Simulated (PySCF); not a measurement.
# Electron correlation in Ne⁺ (neon, charge +1)

[He] 2s1 2p5 3s1, high-spin 4P determinant (an excited configuration). All numbers are calculated (PySCF 2.14, the spin-free X2C one-electron Hamiltonian (Gaussian nucleus), in dyall-acv3z). Frozen: 1s2; 7 electrons correlated; the 19 highest virtual orbitals of each spin left out.

MP2 pair energies summed by pair of shells (mhartree):

```csv
pair,energy,share (%)
2p-2p,-161.11,75.3
2p-3s,-27.53,12.9
2s-2p,-24.82,11.6
2s-3s,-0.37,0.2
```

Total MP2 correlation energy: -213.83 mhartree.

Same-spin part -45.89 and opposite-spin part -167.94 mhartree; SCS-MP2 scales them by 1/3 and 6/5 to -216.82 mhartree.
